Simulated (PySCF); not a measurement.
**Löwdin shares of the frontier orbitals**

Compound: C₆H₉FS.
Geometry (GFN2-xTB, Å), atoms numbered from 1 in this order:
```
atom  x, y, z in Å
C1     0.604    2.073    1.912
C2     0.702    0.759    1.899
F3     0.138    0.035    2.897
C4     1.352   -0.102    0.859
C5     0.295   -0.623   -0.084
C6    -0.336   -1.774    0.099
S7    -0.010    0.514   -1.402
C8    -1.448   -0.193   -2.250
H9     0.089    2.588    2.703
H10    1.036    2.660    1.125
H11    1.849   -0.941    1.351
H12    2.082    0.488    0.307
H13   -1.105   -2.142   -0.554
H14   -0.090   -2.397    0.941
H15   -1.182   -1.149   -2.692
H16   -1.714    0.515   -3.029
H17   -2.268   -0.299   -1.546
```

The calculation used PySCF, TDDFT PBE0/def2-SVPD, vertical, gas phase, core orbitals frozen in the response.

Frontier orbitals with the atoms that hold most of them (Löwdin shares over 4%, at most four atoms; ? is withheld):

```
orbital  ε (eV)                           atoms
 HOMO-3   -9.22   S7 58%, C8 12%, C5 11%, C6 7%
 HOMO-2   -8.71   C5 27%, S7 21%, C6 18%, C4 9%
 HOMO-1   -7.42                               ?
   HOMO   -6.33                               ?
   LUMO   -0.29  C6 19%, C5 18%, C1 13%, C2 12%
 LUMO+1    0.41  S7 46%, C8 16%, H15 7%, H17 7%
 LUMO+2    0.74   S7 30%, C1 11%, H12 8%, C4 8%
```

Question: Which atoms hold the HOMO-1, and with what shares?

Answer: C1 (bonded to C and 2 H) 38%; C2 (bonded to 2 C and F) 30%; F3 (bonded to C) 12%; C5 (bonded to 2 C and S) 4%. By element: carbon 73% or more, fluorine 12%.

Question: Give the leading atoms of the HOMO.

Answer: S7 (bonded to 2 C) 48%; C6 (bonded to C and 2 H) 20%; C5 (bonded to 2 C and S) 16%; C8 (bonded to S and 3 H) 6%. By element: sulfur 48%, carbon 42% or more.

Question: The HOMO–LUMO gap is 6.03 eV. Where does the response calculation put the lowest singlet, and from which orbitals?

Answer: S1 is at 5.20 eV (f = 0.081), 0.84 eV below the gap, made of HOMO→LUMO (96%). Without the coupling terms of the response equations the lowest excitation would equal the gap.

Question: One configuration dominates each of S1 and S2. Which, and how do the shares of the two leading atoms of either orbital change from the occupied to the empty one?

Answer: 
- S1 (5.20 eV, f 0.081), HOMO→LUMO (96%): S7 48% → at most 13%, C6 20% → 19%, C5 16% → 18%
- S2 (5.39 eV, f 0.0004), HOMO→LUMO+1 (92%): S7 48% → 46%, C6 20% → at most 8%, C8 6% → 16%

Time: 38 s of wall time; peak memory 0.92 GiB. Hardware: one thread, Arm Neoverse V2 (aarch64), no GPU, shared host with 32 logical CPUs at a one-minute load of 11.

One conformer stands for the species.
